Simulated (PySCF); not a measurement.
C4H10O2Zn2, SMILES [CH3][Zn][O]CC[O][Zn][CH3]. Atoms are numbered in the order given.

```xyz
18

C     -2.6340    -0.3772    -2.5013
Zn    -1.5853    -0.1455    -0.8966
O     -0.5382    -0.0071     0.5766
C     -0.7078     0.8242     1.7276
C      0.4890     0.5768     2.6546
O      1.6897     0.6562     1.9683
Zn     1.5768    -0.0703     0.2751
C      2.0032    -0.7300    -1.5216
H     -3.5590    -0.9336    -2.2859
H     -2.9039     0.5988    -2.9328
H     -2.0520    -0.9395    -3.2478
H     -1.6607     0.5963     2.2410
H     -0.7225     1.8898     1.4238
H      0.4404     1.3271     3.4736
H      0.3377    -0.4187     3.1386
H      3.0363    -0.4893    -1.8178
H      1.3357    -0.2866    -2.2823
H      1.8888    -1.8255    -1.5816
```

Geometry: B3LYP-D3(BJ)/def2-SVP. Other conformers were not sampled.

Two levels are set side by side: PBE/pcSseg-1 (PySCF) and HF/pcSseg-1 (PySCF). GIAO shifts against H2O (¹⁷O), TMS (¹H), TMS (¹³C) at the same level; non-relativistic, no solvent, atoms listed together averaged. Differences are taken from unrounded values.

```json
[
 {"quantity": "δ(¹³C) of C1 (ppm)", "PBE": "-12.6"},
 {"quantity": "δ(¹⁷O) of O3 (ppm)", "PBE": "70.7"},
 {"quantity": "δ(¹³C) of C4 (ppm)", "PBE": "75.9"},
 {"quantity": "δ(¹³C) of C5 (ppm)", "PBE": "76.3"},
 {"quantity": "δ(¹⁷O) of O6 (ppm)", "PBE": "51.7"},
 {"quantity": "δ(¹³C) of C8 (ppm)", "PBE": "-18.3"},
 {"quantity": "δ(¹H) of H9, H10, H11 (ppm)", "PBE": "0.41"},
 {"quantity": "δ(¹H) of H12, H13 (ppm)", "PBE": "4.21"}
]
```

**Question.** These are the PBE values. What does HF give? (Estimate from the structure and the level; the computed values follow.)

**Answer.** 
| quantity | HF | PBE minus HF |
|---|---|---|
| δ(¹³C) of C1 (ppm) | -21.1 | 8.5 |
| δ(¹⁷O) of O3 (ppm) | -17.3 | 87.9 |
| δ(¹³C) of C4 (ppm) | 68.3 | 7.6 |
| δ(¹³C) of C5 (ppm) | 64.5 | 11.9 |
| δ(¹⁷O) of O6 (ppm) | -26.6 | 78.3 |
| δ(¹³C) of C8 (ppm) | -22.9 | 4.6 |
| δ(¹H) of H9, H10, H11 (ppm) | 0.06 | 0.35 |
| δ(¹H) of H12, H13 (ppm) | 3.60 | 0.61 |

Rough cost on one machine, each run with all the roots and properties that it gave: HF against PBE within a factor of 2.
